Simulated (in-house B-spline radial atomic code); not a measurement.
Values are calculated unless marked as measured or tabulated.
## Building a PAW p channel for K, r_c = 1.05 bohr

K, [Ar] 4s1, non-relativistic PBE, spherical and spin-unpolarised, from a B-spline radial code for spherical atoms (atomic units; all potentials screened as in the neutral atom).

Two all-electron partial waves φ1, φ2 are integrated outwards at E1 = ε(3p) = -0.692624 and E2 = E1 + 1 hartree; φ1 is the bound orbital and φ2 has unit norm inside r_c = 1.0502 bohr. Smooth partners are polynomials, r^2(a0 + a1 r² + a2 r⁴ + a3 r⁶), matched to φ and three derivatives at r_c, with no condition on the norm. The local potential is -14.9945 + (23.5815) r² + (-16.6352) r⁴ + (4.41354) r⁶ inside 0.8599 bohr and the all-electron one outside.

| wave | φ(r_c) | φ'(r_c) | a0 | a1 | a2 | a3 |
| --- | --- | --- | --- | --- | --- | --- |
| 1 | 0.8762719 | 0.2749477 | 1.623332 | -0.8126885 | -0.02489928 | 0.07288331 |
| 2 | 1.499139 | -0.713571 | 3.76536 | -2.756925 | 0.4619564 | 0.05413555 |

Inside r_c the overlaps are <φi φj> = [[0.27028, 0.51873], [0.51873, 1.00000]] and, for the smooth waves, [[0.26856, 0.52154], [0.52154, 1.01822]]. With χj = (Ej − T − V_local) applied to smooth wave j, the program's quadrature gives the matrix B_ij = <smooth i, χj> as [[0.51477, 1.07903], [1.07622, 2.26059]].

(1) Check the match of the first wave, and find the augmentation charges q_ij.

(2) B isn't symmetric. Show that D_ij = B_ij + Ej q_ij is.

Solving (T + V_local + Σ p D p) ψ = E (1 + Σ p q p) ψ in a sphere of 9 bohr gives these levels:

```csv
all-electron,one projector,two projectors
-0.692624,-0.692624,-0.692624
0.002025,0.001873,0.002025
0.268141,0.267505,0.268141
0.683753,0.681735,0.683749
1.250540,1.245180,1.250480
```

(3) What does the second projector gain?

Answers

(1) At r_c the four terms are 1.79041, -0.98858, -0.03341, 0.10785, which sum to 0.8763, φ1(r_c) to rounding. q_ij is the all-electron overlap less the smooth one: [[0.00172, -0.00281], [-0.00281, -0.01822]]. The smooth first wave has a norm of 0.2686 inside r_c against 0.2703, and q11 > 0 puts back the missing charge.

(2) Integrating by parts gives B12 − B21 = (E1 − E2) q12: 1.07903 − (1.07622) = 0.00281, and −1 × (-0.00281) = 0.00281. So D12 = 1.07903 + (0.307376)(-0.00281) = 1.07817 and D21 = 1.07622 + (-0.692624)(-0.00281) = 1.07817; D11 = 0.51358, D22 = 2.25499. The projectors, p = (B⁻¹)ᵀ χ, are dual to the smooth waves; det B = 0.0024, small beside B11 B22, as the two smooth waves look alike inside r_c.

(3) With one projector the errors are 0.00, -0.15, -0.64, -2.02, -5.36 millihartree. With two the errors are 0.00, 0.00, 0.00, 0.00, -0.06 millihartree. The scattering is exact at E1 and at E2 = 0.307, and over all levels compared the largest error is 0.06 millihartree. The lowest eigenvalue of the overlap operator is 1 with one and 0.6837 with two projectors. The smooth orbital alone needs a cutoff of 22 hartree for 1 millihartree of kinetic energy, against 21 for a norm-conserving Troullier-Martins orbital of the same radius.
